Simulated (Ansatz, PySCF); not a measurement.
BrGeH₃O, SMILES [OH][GeH2][Br]. Atoms are numbered in the order given.

```xyz
6

Ge     0.2879    -0.9247    -0.0185
O      1.9710    -0.6866    -0.5024
Br    -0.7887     1.1208     0.0878
H     -0.3390    -1.7534    -1.1385
H      0.1847    -1.5341     1.3884
H      2.4607    -0.1048     0.0898
```

The structure is a stationary point at PBE0-D3(BJ)/def2-SVP. One conformer was computed; it need not be the lowest.

Two levels are set side by side: PBE-D3(BJ)/def2-SVP (Ansatz, an electronic-structure program) and PBE0-D3(BJ)/def2-SVP (Ansatz). Each level has its own optimised geometry; the coordinates shown are those of the second. Frequencies come from the Hessian of PySCF at each geometry. Differences are taken from unrounded values.

| quantity | PBE0-D3(BJ) | PBE-D3(BJ) | PBE-D3(BJ) minus PBE0-D3(BJ) |
|---|---|---|---|
| mean bond length (Å) | 1.622 | 1.639 | 0.017 |
| bond Ge1–O2 (Å) | 1.767 | 1.790 | 0.022 |
| bond Ge1–Br3 (Å) | 2.314 | 2.336 | 0.022 |
| bond Ge1–H4 (Å) | 1.528 | 1.541 | 0.013 |
| bond Ge1–H5 (Å) | 1.537 | 1.551 | 0.015 |
| bond O2–H6 (Å) | 0.964 | 0.976 | 0.012 |
| highest harmonic wavenumber (cm⁻¹) | 3902 | 3725 | -177 |
| mean harmonic wavenumber (cm⁻¹) | 1124 | 1079 | -45 |
| zero-point energy (kcal/mol) | 19.28 | 18.51 | -0.77 |

Exact exchange shortens and stiffens bonds; PBE has none. Differences between two approximate levels are no errors against the true value.
